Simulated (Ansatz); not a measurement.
A structure relaxed at r2SCAN-D4/def2-SVP in Ansatz, charge 0, singlet:

Cartesian coordinates in Å:
```
Se -1.8955 -0.6497 2.2096
Se 1.5869 2.0837 1.4278
Se -1.8773 2.2782 -0.3998
Se -1.5873 -2.0830 -1.4284
Se 1.8963 0.6495 -2.2087
Se 1.8773 -2.2781 0.3995
Zn -0.4654 -1.9901 0.8265
Zn -0.6834 1.3315 1.6103
Zn 0.4647 1.9894 -0.8274
Zn -2.1904 -0.0935 -0.2312
Zn 0.6836 -1.3315 -1.6102
Zn 2.1903 0.0937 0.2320
```

**Question.** Give its formula and point group.

**Answer.** Zn6Se6. Point group D3d (tolerance 0.1 Å).

**Question.** Summarise the bond lengths by kind (pairs closer than 1.2 times the sum of covalent radii, bridged metal pairs left out).

**Answer.** 18 × Se–Zn 2.40 to 2.52 Å.
